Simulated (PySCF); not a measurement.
**Energy of Be⁺ (beryllium, charge +1) between two integer charges**

The 2s alpha orbital of [He] 2s1 is emptied in steps (occupation f), with all orbitals relaxed, ending at 1s2. Computed with PySCF 2.14 in aug-pcseg-2 (5s3p2d, 24 functions), with no relativity, point nucleus. The exact energy is a straight line in f; departures are measured from the line between the end points of the same method.

```tsv
f	UHF (eV)	LDA (eV)	PBE (eV)	PBE0 (eV)	LC-wPBE (eV)	BHandHLYP (eV)	HSE06 (eV)
1	0.000	0.000	0.000	0.000	0.000	0.000	0.000
0.8	0.000	-0.616	-0.629	-0.464	-0.052	-0.345	-0.529
0.6	0.000	-0.898	-0.925	-0.680	-0.068	-0.515	-0.778
0.4	0.000	-0.857	-0.899	-0.659	-0.060	-0.512	-0.757
0.2	0.000	-0.522	-0.574	-0.419	-0.036	-0.342	-0.482
0	0.000	0.000	0.000	0.000	0.000	0.000	0.000
```

**Question.** For LC-wPBE, how does the orbital energy at f = 1 compare with the removal energy?

**Answer.** −ε = 18.152 eV against a total-energy difference of 18.510 eV. By Janak's theorem ε = ∂E/∂f, so the gap between them reflects the curvature. Along the path −ε is 18.346 (f = 0.8), 18.497 (f = 0.6), 18.601 (f = 0.4), 18.651 (f = 0.2) eV.

| method | E(f=0) − E(f=1) (eV) | −ε at f=1 (eV) | −ε at f=0.4 (eV) |
| --- | --- | --- | --- |
| UHF | 18.118 | 18.119 | 18.118 |
| LDA | 18.226 | 14.303 | 19.201 |
| PBE | 18.468 | 14.482 | 19.369 |
| PBE0 | 18.435 | 15.482 | 19.109 |
| LC-wPBE | 18.510 | 18.152 | 18.601 |
| BHandHLYP | 18.486 | 16.315 | 18.924 |
| HSE06 | 18.429 | 15.073 | 19.188 |

As f goes to zero the orbital energy of a semilocal functional can turn back, because the density of that orbital vanishes from the exchange-correlation potential.

Reference removal energy between the ground levels: 18.211 eV (measured; NIST Atomic Spectra Database, ionization energies). UHF lacks correlation.
